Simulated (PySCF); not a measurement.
An unknown shows these calculated signals:

¹H NMR (500 MHz, computed): δ 6.41 (m, 1H), 4.31 (s, 3H), 2.82 (m, 2H), 2.22 (s, 3H).

¹³C{¹H} NMR (computed): δ 143.6 (C), 136.2 (C), 121.8 (CH), 50.8 (CH2), 26.2 (CH3).

[PySCF 2.14.0 with density-fitted response routines: σ from GIAO-PBE0/pcSseg-1; geometry from GFN2-xTB; one conformer; non-relativistic Hamiltonian; one averaged value for each set of equivalent atoms; gas phase]

References, each an isolated molecule treated in the same way: TMS for ¹H (σref 31.72) and ¹³C (σref 186.93).

**Question.** Which of these does the molecule contain: a ketone, a methoxy group, a non-aromatic C=C double bond, a tert-butyl group, a Si–H bond?

**Answer.** 
- A ketone: no.
- A methoxy group: no.
- A non-aromatic C=C double bond: yes.
- A tert-butyl group: no.
- A Si–H bond: yes (δH 4.31 (s)).

The data belong to `C/C([SiH3])=C(\Cl)CC(F)F`, C5H9ClF2Si; they needn't prove each group on their own.

Carbon signals by region: 3 in the sp2 and nitrile region (100–160 ppm), 1 at 50–100 ppm, 1 below 50 ppm.

Carbons that carry Cl, above all several Cl atoms, come out too deshielded, partly because spin–orbit coupling is missing. Splittings by ¹⁹F in the carbon and heteronuclear signals aren't shown, as no couplings were computed. Shifts are as computed. Against solution values, carbons near 30 ppm lie about +3 ppm off and those near 130 ppm about +5 ppm; carbons on Cl a further +6 ppm. Of 1211 compounds with measured shifts, 218 miss one by over three times the rms of a fit or turn the order of signals round; such compounds aren't used in these exercises. No couplings were computed; multiplicities are counted from neighbouring protons, with m where these are inequivalent, close in shift, in a saturated or five-membered ring or joined by F or P, and br s for small geminal =CH2 splittings.
